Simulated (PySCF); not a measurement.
# Tellurium: a sound run and one with changed settings

Sound run: Te [Kr] 4d10 5s2 5p4, Te⁺ [Kr] 4d10 5s2 5p3. All numbers are calculated (PySCF 2.14, scalar relativity through the core potential, in cc-pVDZ-PP with ECP28MDF (4s3p2d, 23 functions)). In the sound run the correlated levels freeze 4s2 4p6 4d10 outside the core potential. The sound run starts from symmetry-adapted Hartree-Fock orbitals and uses a fine grid where one is needed.

A second run was set up differently.

```csv
species,method,sound run (hartree),changed run (hartree),converged
Te,MP2,-267.05756,-267.02588,yes
Te,CCSD(T),-267.07202,-267.03316,yes
Te⁺,MP2,-266.76144,-266.72535,yes
Te⁺,CCSD(T),-266.77479,-266.72932,yes
```

Ionisation energy of Te:

```tsv
method	sound run (eV)	changed run (eV)
UHF	7.700	7.700
MP2	8.058	8.178
SCS-MP2	8.071	8.276
CCSD	8.083	8.267
CCSD(T)	8.088	8.268
```

(1) What was changed?
A. too few SCF iterations
B. a valence shell is frozen
C. level shift left on
D. all electrons correlated in a valence basis

## Answers

(1) B. Freezing a valence shell removes pair correlation that changes on ionisation.
